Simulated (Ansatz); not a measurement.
The Si2–H6 bond of H6SiSn (SMILES [SiH3][SnH3]) is stretched (multiplicity 1, the rest rigid).
Geometry at rest (charge 0, multiplicity 1):
```xyz
8

Sn    -0.6178     0.0613    -0.0110
Si     1.9443    -0.1929     0.0348
H     -1.3153    -0.9768    -1.1819
H     -1.0669     1.6691    -0.3960
H     -1.2990    -0.3272     1.5121
H      2.3113    -1.5893     0.3693
H      2.5274     0.7126     1.0530
H      2.5132     0.1474    -1.2908
```

Correlated levels freeze the cores. Filled d and f shells under p-block atoms count as core.

Programs: Ansatz (a quantum-chemistry and plane-wave program).  In def2 rows elements past Kr take small-core potentials, without spin–orbit coupling.

FIC-MRCISD+Q on CASSCF(2,2)/def2-TZVPP, total energies (hartree):

```
R (Å)       CASSCF       MRCISD  weight c² of the reference
-----  -----------  -----------  --------------------------
1.482  -505.775427  -506.031021                     0.88417
2.594  -505.681825  -505.927671                     0.88332
4.743  -505.643324  -505.885992                     0.88357
```

**Question.** Add the Davidson correction (E_MRCISD − E_CASSCF)(1 − c²)/c² and give the energies above the first point at the three levels.

**Answer.** 
Corrections (hartree): -0.033484, -0.032473, -0.031977. Above the first point (kcal/mol):
- R = 2.594 Å: CASSCF 58.7, MRCISD 64.9, with the correction 65.5
- R = 4.743 Å: CASSCF 82.9, MRCISD 91.0, with the correction 92.0
